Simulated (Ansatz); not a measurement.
A reaction path, image by image

GaH₃BrCl, singlet, from GaH₃BrCl ([ClH][GaH2][Br]) to GaH₃BrCl ([Cl][GaH2][BrH]); PBE0-D4/def2-SVP (Ansatz 0.2.0). Settings:

```yaml
hamiltonian: {xc: pbe0, dispersion: d4}
neb:
  images: 5
  climbing: true
  max_iterations: 40
  initial_path: idpp
```

First end:

Ga1  (-0.701, -0.401, 0.411)
Br2  (-0.997, 1.771, -0.430)
H3  (-1.200, -1.518, -0.549)
H4  (-0.361, -0.444, 1.928)
H5  (1.397, 0.875, -0.853)
Cl6  (1.863, -0.284, -0.508)
(Å)

Second end:

Ga1  (-0.255, -0.804, 0.435)
Br2  (-0.631, 1.867, -0.595)
H3  (-1.247, -1.508, -0.535)
H4  (-0.409, -0.436, 1.938)
H5  (0.732, 1.627, -0.953)
Cl6  (1.810, -0.746, -0.290)
(Å)

The ends were relaxed with PBE0-D4 in triple zeta, so they are not quite minima here (largest force components 0.20 and 0.09 eV/Å).

Energies along the converged band: It took 8 iterations. Path lengths are measured after rigid turns and shifts between images are taken out.
| image | path length (Å) | energy (kcal/mol) |
| --- | --- | --- |
| 0 | 0.00 | 0.00 |
| 1 | 0.29 | 0.35 |
| 2 | 0.58 | 2.59 |
| 3 (climbing) | 0.87 | 4.73 |
| 4 | 1.16 | 3.30 |
| 5 | 1.45 | 2.50 |
| 6 | 1.73 | 2.65 |
Energies count from the first end.

The images between the ends:
Image 1:
```xyz
6
angstrom
Ga -0.6286 -0.4456 0.4059
Br -0.8599 1.7628 -0.4728
H -1.1874 -1.5279 -0.5613
H -0.3427 -0.4462 1.9347
H 1.1758 0.8883 -0.7832
Cl 1.8428 -0.2314 -0.5235
```

Image 2:
```xyz
6
angstrom
Ga -0.5168 -0.5120 0.3969
Br -0.7201 1.7723 -0.5243
H -1.1890 -1.5235 -0.5711
H -0.3396 -0.4362 1.9380
H 0.9841 0.9260 -0.7347
Cl 1.7812 -0.2266 -0.5050
```

Image 3:
```xyz
6
angstrom
Ga -0.4065 -0.6021 0.3986
Br -0.6155 1.7978 -0.5709
H -1.2059 -1.5115 -0.5729
H -0.3550 -0.4223 1.9398
H 0.8205 1.0448 -0.7308
Cl 1.7624 -0.3068 -0.4639
```

Image 4:
```xyz
6
angstrom
Ga -0.3206 -0.6926 0.4088
Br -0.5956 1.8491 -0.5998
H -1.2229 -1.4989 -0.5665
H -0.3751 -0.4139 1.9368
H 0.7383 1.2120 -0.7755
Cl 1.7758 -0.4557 -0.4039
```

Image 5:
```xyz
6
angstrom
Ga -0.2781 -0.7658 0.4261
Br -0.6099 1.8906 -0.6130
H -1.2398 -1.5075 -0.5475
H -0.3969 -0.4288 1.9411
H 0.7317 1.4126 -0.8601
Cl 1.7929 -0.6010 -0.3467
```

The band counts as converged below 0.05 eV/Å. The run took about 3.2 min on 4 CPU threads of an Intel Xeon (shared host).
